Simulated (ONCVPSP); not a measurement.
## Before and after: ONCV potential for V (Z = 23)

```json
{
  "Element": "vanadium",
  "Generator": "ONCVPSP 4.0.1",
  "Type": "optimised norm-conserving Vanderbilt (ONCV)",
  "Functional": "LDA (Perdew-Wang 92)",
  "Relativity": "scalar-relativistic",
  "Frozen core": "[Ar]",
  "Valence charge": "5",
  "Reference configuration": "3d3 4s2",
  "Partial waves": "4s: rc 2.95 bohr, ncon 3, nbas 7, qcut 2.1 1/bohr, 2 projectors, debl 3.1 Ha; p scattering state at 0.09 Ha: rc 2.45 bohr, ncon 5, nbas 8, qcut 3.2 1/bohr, 2 projectors, debl 2.6 Ha; 3d: rc 2.20 bohr, ncon 4, nbas 8, qcut 7.4 1/bohr, 2 projectors, debl 3.3 Ha",
  "Local potential": "polynomial inside 1.85 bohr (lpopt 3, dvloc0 1 Ha)",
  "Core correction": "none"
}
```

In the p channel the program set the typed energies aside and used 0.050, 2.650 Ha.

All-electron outer shells of the reference configuration (LDA (PZ), scalar-relativistic, ld1.x):

| shell | level (eV) | outermost node (bohr) | outermost maximum (bohr) |
| --- | --- | --- | --- |
| 3p | -43.95 | 0.35 | 0.84 |
| 3d | -5.38 | – | 0.88 |
| 4s | -4.85 | 1.17 | 2.72 |

Change: local potential polynomial inside 1.85 bohr (lpopt 3, dvloc0 7 Ha).

Cutoffs: the cutoffs (Ha) at which the residual kinetic energy of the hardest occupied pseudo-wave falls to 1 and 0.1 mHa per electron; they do not see the model core or the augmentation charge, which bear on the density cutoff. Errors are all-electron minus pseudo energies relative to the spin-unpolarised reference configuration.

Problem. Predict the effect on cutoff, ghosts and configuration errors.

Solution. The potential gets neither clearly harder nor softer (21 Ha and 23 Ha → 21 Ha and 23 Ha); the lowest positive-energy flag moves from s at 86.2 eV to p at 31.6 eV; the errors of the 4 common tests hardly move; the range in which the p phases agree narrows (upper end 3.1 → 0.6); neither file shows a bound ghost.

```csv
quantity,base,changed
"cutoff, loose",21 Ha,21 Ha
"cutoff, tight",23 Ha,23 Ha
bound ghosts,none,none
GHOST(+) flags under 300 eV,s at 86.2 eV,"p at 31.6 eV, s at 75.1 eV"
"error for 3d3 4s1, meV [ΔE 7.93 eV]",+7.3,+7.7
"error for 3d3 4s0, meV [ΔE 22.47 eV]",+39,+39
"error for 3d2 4s0, meV [ΔE 51.63 eV]",+88,+85
"error for 3d3 4s1.5, meV [ΔE 3.18 eV]",+1.7,+1.8
s: phases at 2.99 bohr within 0.05 rad from the reference energy up to (Ha; the scan ends near 5),1.0,0.8
p: phases at 2.49 bohr within 0.05 rad from the reference energy up to (Ha; the scan ends near 5),3.1,0.6
d: phases at 2.23 bohr within 0.05 rad from the reference energy up to (Ha; the scan ends near 5),0.8,0.7
```
